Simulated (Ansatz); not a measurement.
Reaction (ligand exchange at the Si–O bond): `F[CH2][AlH][O][SiH3]` + `O[SiH2][NH][AlH2]` → `[AlH2][NH][SiH2]O[SiH3]` + `[OH][AlH][CH2]F`

Gas-phase electronic energies from Ansatz, PBE0-D4/def2-TZVP geometries. CBS: MP2 limit from def2 TZ/QZ plus the TZ coupled-cluster correction, frozen cores. One conformer a species, not always the lowest.

`F[CH2][AlH][O][SiH3]`:

Z-matrix (Å, degrees):
```
C
Al 1 1.978
F 1 1.399 2 110.7
H 1 1.098 2 112.3 3 120.5
H 1 1.098 2 112.3 3 -120.5
O 2 1.681 1 118.0 3 -0.1
H 2 1.579 1 122.6 3 179.9
Si 6 1.630 2 155.7 1 0.0
H 8 1.487 6 110.5 2 -61.1
H 8 1.487 6 109.3 2 179.2
H 8 1.487 6 110.5 2 59.6
```

`O[SiH2][NH][AlH2]`:

Cartesian coordinates in Å:
```
O -0.930 -1.560 -1.274
Si -0.374 -1.019 0.181
N -0.322 0.691 0.175
Al 1.102 1.766 0.138
H -1.352 -2.421 -1.288
H 1.014 -1.483 0.435
H -1.282 -1.548 1.240
H -1.229 1.141 0.133
H 2.538 1.109 0.160
H 0.835 3.326 0.100
```

`[AlH2][NH][SiH2]O[SiH3]`:

```xyz
13

Al   -2.721    0.904    0.497
N    -0.941    0.981    0.629
Si    0.231    0.825   -0.613
O     0.892   -0.671   -0.693
Si    2.021   -1.702   -0.125
H    -3.562    1.082    1.827
H    -3.345    0.670   -0.935
H    -0.563    1.123    1.557
H    -0.452    1.065   -1.904
H     1.340    1.790   -0.388
H     3.182   -0.950    0.425
H     2.479   -2.574   -1.233
H     1.441   -2.543    0.955
```

`[OH][AlH][CH2]F`:

Z-matrix (Å, degrees):
```
C
Al 1 1.975
F 1 1.401 2 110.2
H 1 1.097 2 112.4 3 -120.2
H 1 1.097 2 112.4 3 120.2
O 2 1.696 1 114.3 3 179.8
H 2 1.582 1 124.2 3 -0.1
H 6 0.955 2 124.3 1 180.0
```

```json
{"species": "`F[CH2][AlH][O][SiH3]`", "CCSD(T)/CBS(def2) energy (Eh)": "-747.79587"}
{"species": "`O[SiH2][NH][AlH2]`", "CCSD(T)/CBS(def2) energy (Eh)": "-664.68190"}
{"species": "`[AlH2][NH][SiH2]O[SiH3]`", "CCSD(T)/CBS(def2) energy (Eh)": "-955.00198"}
{"species": "`[OH][AlH][CH2]F`", "CCSD(T)/CBS(def2) energy (Eh)": "-457.47532"}
```

Task: Work out ΔE.

Result: ΔE = (-955.00198) + (-457.47532) − (-747.79587) − (-664.68190) = 0.00047 Eh = +1.2 kJ/mol.

Largest T1 diagnostic among the species: 0.012.
